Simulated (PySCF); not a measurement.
## Excitation energy of Pb(2+) by level of theory

Pb(2+) [Xe] 4f14 5d10 6s2 (1S) → Pb(2+) [Xe] 4f14 5d10 6s1 6d1 (3D), as a difference of total energies. All numbers are calculated (PySCF 2.14, the spin-free X2C one-electron Hamiltonian (Gaussian nucleus), in aug-cc-pVTZ-DK3 (9s8p6d3f, 84 functions)). Correlated levels: valence: [Xe] 4f14 5d10 frozen. The calculations carry no spin-orbit coupling.

```csv
method,excitation energy (eV)
UHF,17.989
LDA,19.662
PBE,19.143
PBE0,19.029
r2SCAN,19.229
TPSS,19.038
BLYP,19.269
MP2 (valence),18.428
SCS-MP2 (valence),18.618
```

Question: How much does correlation contribute at MP2 (valence)?

Answer: 18.428 − (17.989) = 0.439 eV, measured against UHF.

A first-order spin-orbit estimate (lowest level to lowest level, LS coupling) adds -0.084 eV.

The promoted electron is Rydberg-like, and one or two diffuse shells describe it only roughly, which tends to raise the upper state.
